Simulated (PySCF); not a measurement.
norbornadiene (C₇H₈), SMILES C1=CC2C=CC1C2.

Coordinates come from a ωB97X-D3(BJ)/def2-SVP optimisation. Other conformers were not sampled.

The numbers are results of M06-2X/def2-TZVP in PySCF, not measurements.

Isolated molecule, no solvent.

**Question.** Estimate the frontier levels, gap, dipole moment. (Estimate from the structure and the level; the computed values follow.)

**Answer.** 
- highest occupied level = -7.67 eV
- lowest empty level = 0.53 eV
- orbital gap = 8.19 eV
- dipole moment = 0.07 D
- quadrupole, principal values (traceless, Buckingham form, about the centre of nuclear charge) = -2.29, -1.71, 4.00 D·Å
